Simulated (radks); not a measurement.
The numbers below are computed, except where a source is named.
Question: Re VI, 70 electrons, occupied as [Xe] 4f14 5d2. Level of theory: non-relativistic Kohn-Sham, LB94 model potential, spin-polarised, spherical densities, point nucleus; open shells are filled with parallel spins first (spin-orbit coupling, left out, can overturn this in heavy ions); relativity is left out, which matters for an element this heavy (a radial shooting solver on a logarithmic mesh with Libxc functionals). Some entries of the table are withheld. Estimate them.

orbital,occ.,eigenvalue (hartree),<1/r> (bohr^-1),r(max) (bohr)
1s down,1,-2418.889,74.49,0.01340
1s up,1,-2418.889,74.49,0.01340
2s up,1,-401.5316,17.49,0.07292
2s down,1,-401.5290,17.49,0.07292
2p up,3,-385.4825,17.54,0.05658
2p down,3,-385.4812,17.54,0.05658
3s up,1,-94.40302,6.733,0.2002
3s down,1,-94.40204,6.733,0.2002
3p up,3,-86.86610,6.691,0.1885
3p down,3,-86.86433,6.691,0.1885
3d up,5,-72.76777,6.620,0.1484
3d down,5,-72.76407,6.620,0.1484
4s up,1,-21.16048,2.897,0.4503
4s down,1,-21.15531,2.897,0.4503
4p up,3,-17.99252,2.810,0.4508
4p down,3,-17.98796,2.809,0.4509
4d up,5,-12.20155,2.622,0.4464
4d down,5,-12.19854,2.621,0.4465
5s down,1,-5.06768,1.192,1.014
5s up,1,-5.06007,1.189,1.015
4f down,7,-4.58989,2.229,0.4095
4f up,7,-4.58926,2.231,0.4093
5p down,3,-4.09399,1.087,(1)
5p up,3,-4.08944,1.084,(2)
5d up,2,-2.57273,0.8482,(3)
5d down,0,-2.57151,0.8506,(4)

Answer: 
(1) 5p down r(max) (bohr): 1.083
(2) 5p up r(max) (bohr): 1.085
(3) 5d up r(max) (bohr): 1.312
(4) 5d down r(max) (bohr): 1.308
